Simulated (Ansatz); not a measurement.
Breaking the Si1–I2 bond in H3ISi (SMILES [SiH3]I) (multiplicity 1 held, fragments rigid). Energies count from the point at 2.459 Å.
Geometry at that point (charge 0, multiplicity 1):
```xyz
5

Si    -1.84126     0.04896     0.01805
I      0.61690    -0.01640    -0.00605
H     -2.27291     1.42565    -0.29298
H     -2.30384    -0.34793     1.36224
H     -2.34153    -0.89376    -1.00143
```

R- and RO- levels are restricted; in cc, def2 and unpolarised 6-31G sets they are followed outwards from rest. U- levels take the lowest unrestricted solution at each point, which mixes spins at long bonds. Active spaces are followed from a long bond inwards. Levels need not reach the same state.

Frozen-core correlation. Filled d and f shells under p-block atoms count as core.

Programs: Ansatz (Gaussian basis) for Hartree–Fock, density functionals and correlated methods.  In def2 rows elements past Kr take small-core potentials, without spin–orbit coupling.

Energies in kcal/mol.

```json
[
 {"R (Å)": "1.967", "R-HF/def2-TZVPP": "68.3", "U-HF/def2-TZVPP": "68.3", "R-wB97X-V/def2-TZVPP": "61.8", "U-SCS-MP2/def2-TZVPP": "65.7", "FIC-MRCISD on CASSCF(6,4)/def2-TZVPP": "66.2", "FIC-MRCISD+Q on CASSCF(6,4)/def2-TZVPP": "66.1"},
 {"R (Å)": "2.213", "R-HF/def2-TZVPP": "12.0", "U-HF/def2-TZVPP": "12.0", "R-wB97X-V/def2-TZVPP": "9.7", "U-SCS-MP2/def2-TZVPP": "11.0", "FIC-MRCISD on CASSCF(6,4)/def2-TZVPP": "11.3", "FIC-MRCISD+Q on CASSCF(6,4)/def2-TZVPP": "11.3"},
 {"R (Å)": "2.459", "R-HF/def2-TZVPP": "0.0", "U-HF/def2-TZVPP": "0.0", "R-wB97X-V/def2-TZVPP": "0.0", "U-SCS-MP2/def2-TZVPP": "0.0", "FIC-MRCISD on CASSCF(6,4)/def2-TZVPP": "0.0", "FIC-MRCISD+Q on CASSCF(6,4)/def2-TZVPP": "0.0"},
 {"R (Å)": "2.705", "R-HF/def2-TZVPP": "6.5", "U-HF/def2-TZVPP": "6.5", "R-wB97X-V/def2-TZVPP": "7.7", "U-SCS-MP2/def2-TZVPP": "6.9", "FIC-MRCISD on CASSCF(6,4)/def2-TZVPP": "6.4", "FIC-MRCISD+Q on CASSCF(6,4)/def2-TZVPP": "6.4"},
 {"R (Å)": "2.951", "R-HF/def2-TZVPP": "20.0", "U-HF/def2-TZVPP": "20.0", "R-wB97X-V/def2-TZVPP": "21.8", "U-SCS-MP2/def2-TZVPP": "20.1", "FIC-MRCISD on CASSCF(6,4)/def2-TZVPP": "19.0", "FIC-MRCISD+Q on CASSCF(6,4)/def2-TZVPP": "19.1"},
 {"R (Å)": "3.320", "R-HF/def2-TZVPP": "43.0", "U-HF/def2-TZVPP": "40.5", "R-wB97X-V/def2-TZVPP": "44.9", "U-SCS-MP2/def2-TZVPP": "49.6", "FIC-MRCISD on CASSCF(6,4)/def2-TZVPP": "39.0", "FIC-MRCISD+Q on CASSCF(6,4)/def2-TZVPP": "___"},
 {"R (Å)": "3.689", "R-HF/def2-TZVPP": "63.8", "U-HF/def2-TZVPP": "50.0", "R-wB97X-V/def2-TZVPP": "65.6", "U-SCS-MP2/def2-TZVPP": "66.9", "FIC-MRCISD on CASSCF(6,4)/def2-TZVPP": "55.2", "FIC-MRCISD+Q on CASSCF(6,4)/def2-TZVPP": "55.6"},
 {"R (Å)": "4.304", "R-HF/def2-TZVPP": "90.7", "U-HF/def2-TZVPP": "55.0", "R-wB97X-V/def2-TZVPP": "92.0", "U-SCS-MP2/def2-TZVPP": "75.9", "FIC-MRCISD on CASSCF(6,4)/def2-TZVPP": "70.0", "FIC-MRCISD+Q on CASSCF(6,4)/def2-TZVPP": "70.8"},
 {"R (Å)": "4.918", "R-HF/def2-TZVPP": "109.0", "U-HF/def2-TZVPP": "56.1", "R-wB97X-V/def2-TZVPP": "109.5", "U-SCS-MP2/def2-TZVPP": "77.9", "FIC-MRCISD on CASSCF(6,4)/def2-TZVPP": "74.4", "FIC-MRCISD+Q on CASSCF(6,4)/def2-TZVPP": "___"},
 {"R (Å)": "5.656", "R-HF/def2-TZVPP": "123.2", "U-HF/def2-TZVPP": "56.4", "R-wB97X-V/def2-TZVPP": "122.7", "U-SCS-MP2/def2-TZVPP": "78.4", "FIC-MRCISD on CASSCF(6,4)/def2-TZVPP": "75.5", "FIC-MRCISD+Q on CASSCF(6,4)/def2-TZVPP": "76.5"},
 {"R (Å)": "6.640", "R-HF/def2-TZVPP": "134.1", "U-HF/def2-TZVPP": "56.5", "R-wB97X-V/def2-TZVPP": "132.6", "U-SCS-MP2/def2-TZVPP": "78.6", "FIC-MRCISD on CASSCF(6,4)/def2-TZVPP": "75.8", "FIC-MRCISD+Q on CASSCF(6,4)/def2-TZVPP": "___"},
 {"R (Å)": "7.869", "R-HF/def2-TZVPP": "141.5", "U-HF/def2-TZVPP": "56.5", "R-wB97X-V/def2-TZVPP": "139.2", "U-SCS-MP2/def2-TZVPP": "78.6", "FIC-MRCISD on CASSCF(6,4)/def2-TZVPP": "75.8", "FIC-MRCISD+Q on CASSCF(6,4)/def2-TZVPP": "76.9"}
]
```

**Question.** Some entries are withheld; supply them.

**Answer.** 
- 6.640, FIC-MRCISD+Q on CASSCF(6,4)/def2-TZVPP: 76.8
- 3.320, FIC-MRCISD+Q on CASSCF(6,4)/def2-TZVPP: 39.2
- 4.918, FIC-MRCISD+Q on CASSCF(6,4)/def2-TZVPP: 75.4

Doubts at one or more of the structures used: a restricted determinant that unrestricted orbitals would lower (R-HF/def2-TZVPP, R-wB97X-V/def2-TZVPP); a spin-contaminated determinant (U-HF/def2-TZVPP, U-SCS-MP2/def2-TZVPP); active orbitals that take no part (FIC-MRCISD on CASSCF(6,4)/def2-TZVPP, FIC-MRCISD+Q on CASSCF(6,4)/def2-TZVPP).

Ansatz is a quantum-chemistry and plane-wave program.
